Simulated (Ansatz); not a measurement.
Reaction (ligand exchange at the Si–O bond): `O=C(O)O[SiH3]` + `[CH3][In]([NH2])[OH]` → `[CH3][In]([NH2])[O][SiH3]` + `O=C(O)O`

Calculated with Ansatz (gas phase, PBE0-D4/def2-TZVP geometries, no zero-point term in ΔE). CBS: MP2 limit from def2 TZ/QZ plus the TZ coupled-cluster correction, frozen cores. DFT in def2-TZVPP. B3LYP here is the variant with VWN-RPA as its local correlation; programs differ in this. def2 core potentials past Kr. For In outer-core shells are correlated without core-valence functions, which leaves a few kJ/mol of doubt a bond. One conformer a species, not always the lowest.

Problem. Is it downhill or uphill in electronic energy at CCSD(T)/CBS, and by how much? (Estimate.)

Solution. The calculation gave: Downhill: ΔE = -0.32 eV.

Problem. What do these levels give: PBE-D4, revPBE-D4, B3LYP-D4, r2SCANh, r2SCAN0, MP2/def2-SVP? (An estimate is asked.)

Solution. Computed: PBE-D4 -0.30, revPBE-D4 -0.28, B3LYP-D4 -0.32, r2SCANh -0.34, r2SCAN0 -0.35, MP2/def2-SVP -0.43 eV.

Largest T1 diagnostic among the species: 0.015.

At CCSD(T), def2-SVP lies −0.10 eV from the extrapolated value and def2-TZVPP −0.01 eV. In def2-TZVPP, CCSD(T) changes the Hartree–Fock value by +0.06 eV (the triples alone add +0.01 eV) and MP2 by +0.05 eV. Leaving LDA and LC-ωPBE aside and taking each functional with its dispersion term where it has one, the values, not all of them listed here, spread over 0.09 eV, from B97M-V to revPBE-D4.
